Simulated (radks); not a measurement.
The carbon anion C4-, [Ne], held by a Watson sphere: a shell of charge +4 at radius R that stands for the Madelung well of a crystal (potential energy -4/R inside, -4/r outside, in hartree with lengths in bohr). Method: scalar-relativistic Kohn-Sham, LDA (Slater exchange, Perdew-Wang correlation), spin-polarised, spherical densities, finite nucleus; Fermi nuclear charge, rms radius of each element as measured or else 0.836 A^(1/3) + 0.57 fm; computed with a radial shooting solver on a logarithmic mesh with Libxc functionals. Response by self-consistent Sternheimer equations with the Hartree and adiabatic LDA kernel, the relativistic mass of each level held fixed and spin-orbit coupling left out. The sphere does not respond.

R (bohr)  e(1s) (eV)  e(2s) (eV)  e(2p) (eV)  <r> 2p (bohr)  sum of <r^2> (bohr^2)  X-ray form factor at sin(theta)/lambda = 0.3 1/angstrom  alpha (bohr^3)
2.38         -264.21     -14.251      -6.619          2.196                  44.23                                                    2.421           38.33
3.17         -265.61     -11.843      -4.944          2.654                  62.97                                                    2.408           88.18
3.25         -265.70     -11.671      -4.813          2.701                  65.07                                                    2.413           95.45
3.46         -265.89     -11.272      -4.500          2.826                  70.78                                                    2.426           116.9
3.56         -265.97     -11.106      -4.365          2.886                  73.60                                                    2.431           128.5
3.89         -266.17     -10.657      -3.973          3.086                  83.40                                                    2.444           172.9
